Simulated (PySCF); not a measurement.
H$_{4}$F$_{3}$NOSi$_{2}$, singlet, geometry from GFN2-xTB. Base run: HF/6-31G (PySCF).

The PySCF input:
```python
from pyscf import gto, scf, solvent

mol = gto.Mole()
mol.atom = '''
    Si   -1.03707030    0.35814637    0.23207245
    F    -1.74914992   -0.51809760    1.33787192
    F    -1.14910743    1.86423490    0.68802060
    F    -1.90521009    0.19256663   -1.07731668
    O     0.47219515   -0.01995508    0.03637194
    Si    1.63870030   -1.06902852   -0.47263341
    N     3.01549968   -0.05548155   -0.50519068
    H     1.31330265   -1.49228170   -1.82882523
    H     1.60202136   -2.15744987    0.50645717
    H     3.08360103    0.72343310    0.13047835
    H     3.92340294   -0.42167562   -0.73207996
'''
mol.basis = '6-31g'
mol.verbose = 4
mol.build()

mf = scf.RHF(mol)
mf.kernel()
```

Variants of this job, named by their change:

```
change                                             ΔE vs base (kcal/mol)  dipole (D)  HOMO-LUMO gap (eV)
-------------------------------------------------  ---------------------  ----------  ------------------
base                                                               0.000        4.74               14.24
model = C-PCM; solvent = water                                     -9.73        5.18               14.34
model = ddCOSMO; solvent = water                                   -9.51        5.11               14.45
model = IEF-PCM; solvent = water; r_probe = 0.5                    -3.92        5.04               14.23
model = IEF-PCM; solvent = water                                   -9.66        5.18               14.34
model = IEF-PCM; solvent = methanol                                -9.38        5.17               14.33
model = IEF-PCM; solvent = water; vdw_scale = 1.0                 -20.90        5.29               14.59
model = IEF-PCM; solvent = water; vdw_scale = 1.4                  -5.20        5.09               14.22
model = COSMO; solvent = water                                     -9.66        5.18               14.34
model = IEF-PCM; solvent = water; vdw_scale = 1.1                 -13.97        5.23               14.45
model = IEF-PCM; solvent = acetonitrile                            -9.42        5.17               14.33
model = SS(V)PE; solvent = water                                   -9.57        5.17               14.34
```

The base is the gas phase, so ΔE is the electrostatic part of solvation at a fixed geometry, without cavity and dispersion terms.
